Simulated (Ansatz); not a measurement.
Program: Ansatz. Geometries: PBE0-D4/def2-TZVP. ΔE: electronic, gas phase. CCSD(T)/CBS is the MP2 limit (def2-TZVPP, def2-QZVPP) plus CCSD(T) − MP2 in def2-TZVPP, frozen cores. DFT in def2-TZVPP. B3LYP here is the variant with VWN-RPA as its local correlation; programs differ in this. Each species was taken in one conformer, which may not be the lowest.

`CB(O)[SiH2][SiH3]` + `O[SiH2]F` → `F[SiH2]O[SiH2][SiH3]` + `CBO`  (cleavage of the Si–B bond)

```
               species  B3LYP-D4 energy (Eh)
   `CB(O)[SiH2][SiH3]`            -722.77422
            `O[SiH2]F`            -466.59584
`F[SiH2]O[SiH2][SiH3]`           -1048.09691
                 `CBO`            -141.31706
```

**Question.** Work out ΔE.

**Answer.** ΔE = (-1048.09691) + (-141.31706) − (-722.77422) − (-466.59584) = -0.04391 Eh = -1.19 eV. CCSD(T)/CBS gives -1.17 eV.

Largest T1 diagnostic among the species: 0.014.

In def2-TZVPP, CCSD(T) changes the Hartree–Fock value by +0.34 eV (the triples alone add +0.05 eV) and MP2 by +0.29 eV. From PBE to PBE0 (25 % exact exchange), in def2-TZVPP and without D4, ΔE moves by −0.10 eV.
